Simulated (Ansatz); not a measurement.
Ansatz (a first-principles code) job for Ge(H)(Cl)2(vinyl) (C₂H₄Cl₂Ge), SMILES C=[CH][GeH]([Cl])[Cl], PBE/def2-SVPD. Geometry: r2SCAN-D4/def2-SVP. This is a generated structure with no PubChem entry under its InChIKey; it may be hypothetical. Other conformers were not sampled.

Ansatz 0.2 input:
```yaml
crystal:
  periodic: [false, false, false]
  atoms:
    - {symbol: Ge, position_ang: [0.12192569, -0.30769640, -0.38685032]}
    - {symbol: Cl, position_ang: [0.43632760, 1.82960485, -0.47878288]}
    - {symbol: Cl, position_ang: [1.31105086, -1.09489094, 1.23959227]}
    - {symbol: C, position_ang: [-1.73700177, -0.62828535, -0.00524711]}
    - {symbol: C, position_ang: [-2.63233575, 0.35914671, 0.11464297]}
    - {symbol: H, position_ang: [0.68176178, -0.91612748, -1.67411677]}
    - {symbol: H, position_ang: [-2.04054633, -1.67539079, 0.12690104]}
    - {symbol: H, position_ang: [-3.68520534, 0.15153977, 0.33867078]}
    - {symbol: H, position_ang: [-2.34704055, 1.41095841, -0.00237994]}
basis:
  gaussian:
    orbitals: def2-SVPD
hamiltonian:
  xc: {name: PBE}
```

Program output:

```
WARN ansatz: RAYON_NUM_THREADS=1 ignored (pool sized by the plan → 1); use --threads N
Functional definition: PBE
integrals: 0.13 GiB planned
1555 factors; their error is unknown
mean field: 0.70 GiB planned
mean field evaluation 1: about -83659.4378 eV, gradient 5.5e1 eV
mean field evaluation 2: about -83640.8321 eV, gradient 9.8e1 eV
mean field evaluation 4: about -83666.5708 eV, gradient 8.6e0 eV
mean field evaluation 8: about -83666.7733 eV, gradient 5.5e-2 eV
mean field evaluation 16: about -83666.7128 eV, gradient 6.9e-5 eV
mean field -83666.71284199 eV, -3074.6949856082 hartree, gradient 6.9e-5 eV, S^2 0.000000; 0 other end points of the search recorded, 0 dependent functions left out
reference -83666.71289380 eV, -3074.6949875124 hartree; 41, 41 occupied and 123, 123 virtual orbitals, 1555 factors
Total energy: -83666.71289380 eV, -3074.6949875124 hartree
```

Self-consistency was reached.

Cost: about 7 core-seconds (a rough figure).
